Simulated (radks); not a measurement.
Task: The table gives one normalised radial function P(r) = r R(r) of Al in [Ne] 3s2 3p1 (r in bohr). All-electron calculation, scalar-relativistic Kohn-Sham, PBE, spin-unpolarised, spherical densities, finite nucleus; Fermi nuclear charge, rms radius 3.061 fm. Program: a radial shooting solver on a logarithmic mesh with Libxc functionals.

r	P
0.01583	0.3049
0.02044	0.3693
0.02641	0.4385
0.03411	0.5069
0.04407	0.5649
0.05692	0.5976
0.07353	0.5847
0.09498	0.5021
0.1227	0.3275
0.1585	0.0498
0.2047	-0.3166
0.2624	-0.7090
0.3389	-1.0687
0.4378	-1.2824
0.5655	-1.2807
0.7305	-1.0698
0.9436	-0.7371
1.219	-0.4073
1.575	-0.1730
2.034	-0.0537
2.627	-0.0112
3.394	-0.0014
4.384	-0.0001
5.663	0.0000
7.315	0.0000
9.449	0.0000
12.21	0.0000

Which n and l does it have? It may be an empty orbital.

Result: n = 2, l = 0: the number of nodes gives n - l - 1 = 1, the rise at small r (about r^(l+1)) gives l, and the extent must fit the shell. The curve is that of 2s. 2s: eigenvalue -108.17 eV, 1 radial node at r = 0.165 bohr, <r> = 0.626 bohr, 90 % of the charge inside 0.991 bohr.
